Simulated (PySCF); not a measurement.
N-methylmethanimine (C2H5N), SMILES N(=C)C.

Coordinates come from a PBE0-D3(BJ)/def2-TZVP optimisation.

Computed with TDA-CAM-B3LYP/def2-SVPD in PySCF.

Vertical excitations. Gas-phase values at a fixed geometry. State labels are in the subgroup Cs.

```csv
state,symmetry,energy (eV),λ (nm),f,main pairs
S1,A",5.06,245,0.002,HOMO→LUMO 98 %
S2,A',7.32,169,0.032,HOMO→LUMO+1 93 %
S3,A',8.11,153,0.009,HOMO→LUMO+2 89 %
S4,A',8.47,146,0.307,HOMO−1→LUMO 76 %
S5,A",8.54,145,0.001,HOMO−1→LUMO+1 96 %
S6,A",8.73,142,0.001,HOMO−2→LUMO 94 %
S7,A',8.97,138,0.235,"HOMO→LUMO+3 76 %, HOMO→LUMO+4 17 %"
S8,A',9.40,132,0.160,"HOMO→LUMO+4 75 %, HOMO→LUMO+3 15 %"
S9,A",9.42,132,0.050,HOMO−1→LUMO+2 96 %
S10,A",9.73,127,0.000,HOMO→LUMO+5 91 %
T1,A",4.15,299,0,HOMO→LUMO 97 %
T2,A',4.89,253,0,HOMO−1→LUMO 92 %
T3,A',7.10,175,0,HOMO→LUMO+1 94 %
T4,A',8.00,155,0,HOMO→LUMO+2 94 %
```
Triplets are in the Tamm–Dancoff approximation.
